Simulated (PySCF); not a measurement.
SMILES CCCCc1cccs1 (C₈H₁₂S) (GFN2-xTB optimised geometry):

```
21

C     -3.500    -1.066     2.250
C     -2.069    -1.529     2.500
C     -1.553    -2.493     1.432
C     -1.455    -1.871     0.030
C     -0.532    -0.701     0.000
C      0.828    -0.701     0.000
C      1.388     0.597     0.000
C      0.445     1.571     0.002
S     -1.147     0.921     0.003
H     -4.161    -1.921     2.123
H     -3.857    -0.480     3.094
H     -3.559    -0.443     1.361
H     -2.022    -2.035     3.467
H     -1.411    -0.659     2.552
H     -2.214    -3.360     1.380
H     -0.561    -2.844     1.727
H     -2.446    -1.565    -0.305
H     -1.085    -2.634    -0.660
H      1.416    -1.602    -0.006
H      2.446     0.791    -0.003
H      0.578     2.634     0.001
```

Calculation: PBE0/def2-SVP (PySCF).

What are the frontier orbital energies and the dipole moment?

HOMO-2 -9.02 eV, HOMO-1 -7.13 eV, HOMO -6.49 eV, LUMO -0.13 eV, LUMO+1 1.12 eV; dipole moment 0.64 D.

Meta-Löwdin charges at PBE0/def2-SVP: C1 -0.30, C2 -0.17, C3 -0.16, C4 -0.18, C5 -0.10, C6 -0.16, C7 -0.13, C8 -0.25, S9 0.23, H10 0.09, H11 0.10, H12 0.09, H13 0.09, H14 0.09, H15 0.09, H16 0.09, H17 0.10, H18 0.11, H19 0.11, H20 0.12, H21 0.13.
